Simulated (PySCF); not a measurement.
GeI and its ions

UHF; basis Ge cc-pVDZ-PP with ECP10, I cc-pVDZ-PP with ECP28; scalar-relativistic core potentials; PySCF 2.14. Neutral (UHF): doublet (π ↑), Re = 2.584 Å, ωe = 231 cm⁻¹, De = 1.78 eV, HOMO -7.79 eV, LUMO -0.37 eV.

GeI⁺ (RHF): singlet (closed shell), Re = 2.415 Å, ωe = 308 cm⁻¹, De = 2.20 eV to Ge⁺ + I. The energies at the minima are -588.05915 hartree for GeI and -587.80239 for GeI⁺.

(1) Work out the adiabatic ionisation energy, without and with harmonic zero-point energies (1 hartree = 27.2114 eV, 1 eV = 8065.5 cm⁻¹), and the change of the bond length.

These are scalar-relativistic numbers at best; spin–orbit coupling would shift them, the dissociation energy most. For an ion De counts to the pair picked by the measured ionisation energies or electron affinities, which need not be the lowest pair at this level. Where the molecule has an RHF reference, its open-shell atoms are computed with UHF. Hartree–Fock leaves out correlation, which carries a large part of most bond energies and some tenths to 1 eV of ionisation energies. States were picked by a PBE0 search and need not be the measured ground states.

Neutral and ion stand on different kinds of reference determinant, which adds to the error of the difference.

Answers

(1) At HF: 0.25676 hartree = 6.987 eV between the minima; the zero-point term (308.0 − 231.0)/2 cm⁻¹ = +0.005 eV makes it 6.992 eV. Re changes by -16.9 pm against the neutral. The electron leaves a π orbital, and the shorter bond of the ion fits an antibonding orbital, or a change in how ionic the bond is.
